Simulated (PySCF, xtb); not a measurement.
fluoro(fluorosilylsulfanyl)silane (F2H4SSi2), SMILES S([SiH2]F)[SiH2]F.

GFN2-xTB (xtb 6.7.1) at its own geometry gives an orbital gap of 4.57 eV and a dipole moment of 3.16 D.

Coordinates come from a TPSSh-D3(BJ)/def2-SVP optimisation. Other conformers were not sampled.

What does PBE/def2-TZVP in PySCF give? (The exact figures need the calculation; the answer reports its results.)

gap 5.78 eV (levels -7.14 and -1.36 eV), dipole 0.06 D.
